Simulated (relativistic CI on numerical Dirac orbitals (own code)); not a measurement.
**Slater and spin-orbit integrals, La V**

Computed by Dirac-Coulomb-Breit CI, KLI orbitals optimised for each configuration, QED by a radiative potential, valence Slater integrals scaled by 0.85, P86 correlation energy added to each configuration (own radial code, finite nucleus).

Slater integrals F^k, G^k are unscaled and averaged over j, outside the closed core [Kr] 4d10; ζ comes from projecting the Hamiltonian with its Breit term on Σ l·s of the shell.

- 5s2 5p5: ζ(5p) = 14728 cm⁻¹; <r>(5p) = 1.719, <r^2>(5p) = 3.316 (bohr units).
- 5s2 5p4 5d: F^2(5p,5p) = 62782, ζ(5p) = 15093, F^2(5p,5d) = 50509, G^1(5p,5d) = 59830, G^3(5p,5d) = 37623, ζ(5d) = 976.2 cm⁻¹; <r>(5p) = 1.709, <r^2>(5p) = 3.275, <r>(5d) = 2.21, <r^2>(5d) = 5.512 (bohr units).
- 5s2 5p4 4f: F^2(5p,5p) = 61545, ζ(5p) = 14065, F^2(5p,4f) = 51361, G^2(5p,4f) = 31554, G^4(5p,4f) = 23733, ζ(4f) = 426.31 cm⁻¹; <r>(5p) = 1.745, <r^2>(5p) = 3.415, <r>(4f) = 1.14, <r^2>(4f) = 1.653 (bohr units).

In this model ζ of a weakly bound d, f or g electron outside closed shells comes out too small, for d by up to a factor of two or three and at times with the wrong sign; that of an outer p electron is too small as well.

Averages of the first 10 configurations, taken without configuration mixing, which lowers the lowest level and can move excited configurations by several eV; other configurations of the list can lie among them:

```csv
Configuration,Parity,States,Average energy above the lowest level (eV)
5s2 5p5,odd,6,1.4
5s 5p6,even,2,22.5
5s2 5p4 5d,even,150,25.3
5s2 5p4 4f,odd,210,20.3
5s2 5p4 5f,odd,210,44.6
5s 5p5 5d,odd,120,45.4
5s2 5p4 5g,even,270,51.4
5s2 5p4 6s,even,30,31.5
5s2 5p3 4f 5d,even,2800,43.6
5s2 5p4 6p,odd,90,36.9
```
